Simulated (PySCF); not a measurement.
Ge(H)2(Cl)(NH2) (ClGeH4N), SMILES [NH2][GeH2][Cl].

Coordinates come from a ωB97X-D3(BJ)/def2-SVP optimisation. The values are those of a single conformer.

Calculation: TDDFT-ωB97X/def2-SVPD (PySCF).

Vertical excitations. Gas-phase values at a fixed geometry. State labels are in the subgroup Cs.

Problem. List the lowest excited states. (The exact figures need the calculation; the answer reports its results.)

Solution. 
```csv
state,symmetry,energy (eV),λ (nm),f,main pairs
S1,A',7.10,175,0.061,"HOMO→LUMO 45 %, HOMO→LUMO+1 35 %, HOMO→LUMO+2 10 %"
S2,A',7.56,164,0.072,"HOMO→LUMO+1 42 %, HOMO→LUMO 33 %, HOMO−2→LUMO+1 8 %"
S3,A",7.59,163,0.029,"HOMO−1→LUMO+1 68 %, HOMO−1→LUMO 22 %"
S4,A',8.10,153,0.088,"HOMO−2→LUMO+1 63 %, HOMO−2→LUMO 13 %"
S5,A',8.33,149,0.014,"HOMO→LUMO+2 58 %, HOMO→LUMO+3 22 %"
S6,A",8.36,148,0.009,"HOMO−1→LUMO 61 %, HOMO−1→LUMO+1 24 %"
S7,A",8.84,140,0.001,HOMO−1→LUMO+2 85 %
S8,A',8.87,140,0.054,"HOMO−2→LUMO 58 %, HOMO−2→LUMO+1 22 %"
S9,A",9.03,137,0.000,"HOMO→LUMO+5 61 %, HOMO→LUMO+4 32 %"
S10,A',9.05,137,0.014,"HOMO→LUMO+3 44 %, HOMO→LUMO+6 21 %, HOMO→LUMO+2 12 %, HOMO−2→LUMO+2 11 %"
T1,A',6.63,187,0,HOMO→LUMO+1 81 %
T2,A',7.01,177,0,"HOMO→LUMO 68 %, HOMO→LUMO+2 13 %"
T3,A",7.10,175,0,"HOMO−1→LUMO+1 57 %, HOMO−1→LUMO 29 %"
T4,A',7.46,166,0,"HOMO−2→LUMO+1 54 %, HOMO−2→LUMO 27 %"
```
Triplets are in the Tamm–Dancoff approximation, which puts them higher than full response would, so one can lie above its singlet here.
